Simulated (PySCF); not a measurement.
**Fine-structure interval of Yb⁵³⁺ by level of theory**

Yb⁵³⁺ [Ne] 3s2 3p5 [3p1/2^2 3p3/2^3, M_J = 3/2] → Yb⁵³⁺ [Ne] 3s2 3p5 [3p1/2^1 3p3/2^4, M_J = 1/2], as a difference of total energies. All numbers are calculated (PySCF 2.14, the two-component X2C-1e Hamiltonian, in an even-tempered Gaussian basis (18 s from 15 bohr⁻², ratio 2.4; 14 p from 19 bohr⁻², ratio 2.4; 4 d from 70 bohr⁻², ratio 2.6; 4 f from 100 bohr⁻², ratio 2.6)). Correlated levels: 1s2 frozen; the 52 highest virtual spinors dropped. "Screened" scales the spin-orbit matrix elements by Boettger's factors to mimic the two-electron term; Breit and QED terms are absent.

| method | fine-structure interval (cm⁻¹) |
| --- | --- |
| GHF (screened spin-orbit) | 2182500 |
| GMP2 (screened spin-orbit) | 2183400 |
| GHF (bare spin-orbit) | 2252900 |
